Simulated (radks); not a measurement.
Values are calculated unless marked as measured or tabulated.
Question: Coherent X-ray form factor from a spherical all-electron density. Code: a radial shooting solver on a logarithmic mesh with Libxc functionals. Model: Dirac Kohn-Sham, LDA (Slater exchange, Perdew-Wang correlation), spin-unpolarised, spherical densities, finite nucleus; Fermi nuclear charge, rms radius of each element as measured or else 0.836 A^(1/3) + 0.57 fm.

sin(theta)/lambda (1/angstrom)  f0 (electrons)
0.05                                    65.326
0.1                                     63.424
0.15                                    60.604
0.2                                     57.249
0.25                                    53.707
0.3                                     50.229
0.4                                     43.956
0.5                                     38.740
0.6                                     34.387
0.8                                     27.527
1                                       22.608
1.25                                    18.613
1.5                                     16.111
2                                       12.606

The species is in the configuration that NIST lists as its ground one. Which atom or ion scatters so?

Answer: The erbium ion Er2+, [Xe] 4f12. Extrapolating in s^2 from the first two rows gives f0(0) = 66.0, near the electron count 66; among species with that count, the fall with angle is slower the higher Z, and the table is that of Z = 68; from so few rows the species is fixed only to a neighbour or two.
